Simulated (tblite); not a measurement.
Compound: C3H8N2Si.
Geometry (GFN2-xTB, Å), atoms numbered from 1 in this order:
```xyz
14
C3H8N2Si angstrom
N     -1.7560   -1.2653   -0.5408
Si    -0.9869   -0.0772    0.4464
N     -1.4393    1.4161   -0.2883
C      0.8785   -0.0585    0.4270
C      2.0483   -0.1773    0.9924
C      2.0962    0.0781   -0.4719
H     -1.6401   -2.2343   -0.2954
H     -1.6873   -1.1566   -1.5403
H     -1.4507   -0.3554    1.8117
H     -2.4171    1.5670   -0.4751
H     -1.0201    2.2650    0.0533
H      2.6478   -0.3321    1.8562
H      2.3498   -0.7284   -1.1533
H      2.3764    1.0585   -0.8439
```

Computed with GFN2-xTB (tblite): harmonic, unscaled wavenumbers at the GFN2-xTB geometry, gas phase. This tight-binding method is rough: wavenumbers can miss measured ones by several per cent, in bad cases by 10 to 20. Modes of hydrogen on silicon can be 10 to 20 % off. One conformer, not necessarily the lowest.

Harmonic wavenumbers (cm⁻¹): 27.1, 101.5, 131.7, 195.7, 211.3, 239.7, 296.7, 315.2, 505.7, 548.0, 559.5, 649.1, 681.9, 683.3, 807.4, 816.2, 880.1, 925.4, 931.1, 961.6, 986.7, 1029.6, 1050.8, 1187.0, 1494.0, 1522.3, 1526.4, 1818.0, 2190.0, 2986.1, 3009.8, 3219.9, 3477.2, 3483.9, 3517.2, 3519.8.

A = 4992, B = 1800, C = 1611 MHz; mass 100.046 u (most abundant isotopes); point group C1, symmetry number 1.

Question: Zero-point energy?

Answer: ½Σν̃ = 23243 cm⁻¹ = 278.05 kJ/mol.

Question: What is S at 500 K and 1 bar for an ideal gas of classical rigid rotors and harmonic oscillators?

Answer: Translation 177.04, rotation 121.50, vibration 173.46: S = 472.0 J/(mol K).

Question: And Cp and H(500 K) − H(0)?

Answer: Cp = 191.12 J/(mol K), of which vibrations give 157.86 (their classical limit is 36 R = 299.3); H(500 K) − H(0) = 59.95 kJ/mol without the zero-point energy, 43.32 from vibrations.

Question: Blend soft modes into free rotors: weight 1/[1 + (100 cm⁻¹/ν̃)⁴] for the oscillator and the rest for a rotor with moment μB/(μ + B), μ = h/(8π²ν), B = 10⁻⁴⁴ kg m². What vibrational entropy results?

Answer: 160.21 J/(mol K) in place of 173.46, which changes −T·S at 500 K by +6.63 kJ/mol.

Question: How do the functions run with temperature in this model?

Answer: 
| T (K) | S (J/(mol K)) | Cp (J/(mol K)) | H − H(0) (kJ/mol) | G − H(0) (kJ/mol) | ln q(vib) |
| --- | --- | --- | --- | --- | --- |
| 150 | 309.7 | 89.2 | 9.15 | -37.31 | 2.83 |
| 250 | 363.4 | 123.8 | 19.80 | -71.05 | 5.05 |
| 298.15 | 386.6 | 139.7 | 26.14 | -89.11 | 6.11 |
| 400 | 431.8 | 168.8 | 41.91 | -130.83 | 8.32 |
| 600 | 508.5 | 208.7 | 79.98 | -225.10 | 12.49 |
| 900 | 600.7 | 245.5 | 148.56 | -392.03 | 18.13 |

q(vib) and H(0) count from the zero-point level.

Question: Which modes carry the vibrational entropy at 500 K?

Answer: 27.1 cm⁻¹: 29.53; 101.5 cm⁻¹: 18.58; 131.7 cm⁻¹: 16.43; 195.7 cm⁻¹: 13.20; 211.3 cm⁻¹: 12.58; 239.7 cm⁻¹: 11.57 J/(mol K); the other 30 give 71.59 together.

Hindered rotation and anharmonicity are outside this model. Other conformers, if any are populated, would add a mixing term that is left out. The structure is chiral; the term R ln 2 for an equal mix with its mirror image is left out.
